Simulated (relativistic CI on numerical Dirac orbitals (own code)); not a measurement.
## W²⁺: resonant inelastic scattering at the O2,3 edge

Computed with this model: Dirac-Coulomb-Breit CI, orbitals from a KLI potential per configuration, model QED, valence Slater integrals scaled by 0.9, Kramers-Heisenberg scattering through one core-hole configuration in a parametric crystal field; configurations [Xe] 4f14 5d4 → [Kr] 4d10 4f14 5s2 5p5 5d5; 300 K; core-hole width 1 eV; summed over polarisations. Incident energies are the highest absorption maxima for each field (at most a few, so the weaker spin-orbit partner edge can be absent), on the computed scale of the free ion. Intensities are in per cent of the strongest line above 0.02 eV; levels within 1 cm⁻¹ are merged; final levels count from the ground level, the first row holds all elastic scattering, lines under 0.4 are left out and each table stops after 24 rows. The scale of the Slater integrals is a model choice and moves the terms in proportion.

Field parameters in Wybourne normalisation: Oh B⁴₀ = 21Dq, B⁴₄ = √(5/14) B⁴₀. The field is a parameter set, without covalency.

S is read from ⟨S²⟩ = S(S + 1).

Oh, 10Dq = 5500 cm⁻¹:

| Final level (eV) | Degeneracy | Irrep | S | 40.8 eV | 44.4 eV | 46.7 eV |
| --- | --- | --- | --- | --- | --- | --- |
| 0.000 | 1 | A1 | 1.85 | 165.2 | 27.3 | 61.5 |
| 0.136 | 3 | T1 | 1.93 | 58.0 | 21.3 | 100.0 |
| 0.242 | 2 | E | 1.96 | 1.8 | 10.1 | 35.7 |
| 0.284 | 3 | T2 | 1.97 | 0.2 | 3.9 | 33.2 |
| 0.871 | 3 | T2 | 1.95 | 0.4 | 4.6 | 39.0 |
| 0.900 | 3 | T1 | 1.93 | 4.1 | 4.7 | 27.2 |
| 0.940 | 1 | A1 | 1.91 | 5.6 | 1.8 | 11.5 |
| 1.043 | 3 | T1 | 1.91 | 10.1 | 3.1 | 7.7 |
| 1.045 | 2 | E | 1.88 | 1.2 | 0.4 | 8.6 |
| 1.111 | 3 | T2 | 1.84 | 1.0 | 0.1 | 0.7 |
| 1.191 | 1 | A1 | 1.14 | 9.7 | 3.4 | 10.1 |
| 1.403 | 3 | T2 | 1.04 | 0.3 | 0.3 | 2.5 |
| 1.419 | 3 | T1 | 1.09 | 1.7 | 4.2 | 1.5 |
| 1.444 | 2 | E | 1.02 | 0.1 | 3.1 | 3.5 |
| 1.835 | 3 | T1 | 0.99 | 0.2 | 2.8 | 0.5 |
| 1.858 | 3 | T2 | 0.95 | 0.3 | 2.4 | 0.2 |
| 1.947 | 1 | A1 | 1.07 | 0.9 | 1.0 | 3.9 |
| 1.956 | 2 | E | 0.99 | 0.7 | 4.4 | 2.0 |
| 1.974 | 3 | T1 | 1.05 | 0.1 | 8.8 | 4.3 |
| 2.047 | 3 | T2 | 0.96 | 0.3 | 0.3 | 1.3 |
| 2.226 | 3 | T2 | 0.93 | 0.1 | 1.1 | 1.0 |
| 2.251 | 2 | E | 0.89 | 0.0 | 0.2 | 0.5 |
| 2.300 | 3 | T2 | 0.98 | 0.5 | 1.4 | 0.0 |
| 2.377 | 2 | E | 0.66 | 0.1 | 3.8 | 0.1 |

Oh, 10Dq = 12450 cm⁻¹:

```
Final level (eV)  Degeneracy  Irrep     S  40.7 eV  41.4 eV  43.7 eV
           0.000           1     A1  1.57    512.7    394.3    252.7
           0.188           3     T1  1.75    100.0     44.8     90.8
           0.322           2      E  1.88      3.6     14.7     46.3
           0.374           3     T2  1.90      6.3      5.6      6.5
           0.783           1     A1  1.49     28.0     14.7      6.8
           0.847           3     T2  1.06      0.6      2.0      3.6
           0.861           3     T1  1.33     15.8     18.8      5.4
           0.916           2      E  1.13      1.8      5.0      6.6
           1.528           3     T2  0.68      0.3      4.1      8.3
           1.595           2      E  0.88      1.8      3.7      7.0
           1.644           1     A1  1.59     13.2     33.9     23.1
           1.709           3     T1  1.68      4.8     37.3     70.5
           1.793           3     T2  1.87      0.7      3.5     25.4
           1.812           3     T1  1.63      3.0     23.4      0.8
           1.977           2      E  1.39      0.3      2.5      6.1
           2.003           3     T2  1.61      1.2      0.4      1.2
           2.053           3     T1  1.10      3.1      7.5      3.7
           2.130           3     T2  1.03      3.1      1.0     10.3
           2.216           3     T1  1.31      0.4      2.2     43.2
           2.218           1     A1  1.46      1.2      3.0     44.6
           2.314           3     T2  0.96      1.3      0.2      9.3
           2.337           2      E  0.99      0.9      1.4      2.9
           2.384           3     T1  1.03      0.0      1.1      6.9
           2.413           3     T2  1.05      4.6      7.5     30.7
```

For the first field the strongest loss at the lowest incident energy is the level at 0.14 eV (S = 1.93, against 1.85 in the thermal ground state). Levels of other spin, the first over 8 % at 1.19 eV, appear because spin-orbit coupling of the core hole, and in heavier ions of the valence shell too, mixes spins.
